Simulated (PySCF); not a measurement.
A species of formula C6H7NS has this rotational fingerprint, computed with wB97X-D/def2-SVPD in PySCF (dipole) on a GFN2-xTB geometry, gas phase:

| Property | Result |
| --- | --- |
| Rotational constants | A = 4940, B = 1062, C = 878.6 MHz |
| Dipole components | \|μa\| = 0.31 D, \|μb\| = 1.75 D, \|μc\| = 0.00 D |
| Inertial defect | -3.13 u·Å² |
| κ | -0.91 |

Question: Which candidate fits, each taken in the one conformer that was computed?
A. `[CH3:1][S:2][c:3]1[cH:4][cH:5][n:6][cH:7][cH:8]1` with C1–S2–C3–C4 179°
B. `[CH3:1]/[N:2]=[CH:3]/[c:4]1[cH:5][cH:6][cH:7][s:8]1` with N2–C3–C4–C5 179°

Answer: B. It is C/N=C/c1cccs1, a near-prolate asymmetric top, point group Cs. The candidates at the same level (rigid rotor, commonest isotopes):

| SMILES | A (MHz) | B (MHz) | C (MHz) | μa (D) | μb (D) | μc (D) | Δ (u·Å²) | point group | rotor |
| --- | --- | --- | --- | --- | --- | --- | --- | --- | --- |
| C/N=C/c1cccs1 | 4940 | 1062 | 878.6 | 0.31 | 1.75 | 0.00 | -3.13 | Cs | near-prolate asymmetric top |
| CSc1ccncc1 | 4451 | 1172 | 933.3 | 2.64 | 1.05 | 0.00 | -3.26 | Cs | asymmetric top |

`CSc1ccncc1` has B 10 % too high. In the right answer the mirror of this Cs structure is the ab plane, so μc vanishes by symmetry. No structure here is proved a minimum.
